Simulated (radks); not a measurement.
Values are calculated unless marked as measured or tabulated.
Problem. Ionisation of neutral indium, [Kr] 4d10 5s2 5p1, to In+, [Kr] 4d10 5s2, under several functionals. Scalar-relativistic Kohn-Sham, spin-polarised, spherical densities, finite nucleus; open shells are filled with parallel spins first (spin-orbit coupling, left out, can overturn this in heavy ions); a radial shooting solver on a logarithmic mesh with Libxc functionals. Known Delta-SCF values: exchange-only LDA 4.893 eV. What does MS2 meta-GGA give, and what is its highest occupied eigenvalue?

Solution. 5.501 eV by Delta-SCF; the 5p eigenvalue is -2.783 eV. NIST: 5.786 eV (measured).
